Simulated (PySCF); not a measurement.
C2H6FNOSi, SMILES N[SiH2]O/C=C/F.

Geometry optimised at PBE0-D3(BJ)/def2-SVP. The structure was generated by enumeration; whether it is a known compound was not checked. The values are those of a single conformer.

Calculation: PySCF with PBE0/def2-TZVP.

Isolated molecule, no solvent.

| Property | Value |
|---|---|
| total energy | -598.84675 hartree |
| highest occupied level | -6.50 eV |
| lowest empty level | 0.26 eV |
| orbital gap | 6.76 eV |
| dipole moment | 0.492 e·Å |
| quadrupole, principal values (traceless, Buckingham form, about the centre of nuclear charge) | -10.15, 0.17, 9.98 D·Å |
| mean static polarisability | 61.5 bohr³ (9.12 Å³) |
| polarisability, principal values | 47.9, 56.5, 80.3 bohr³ |
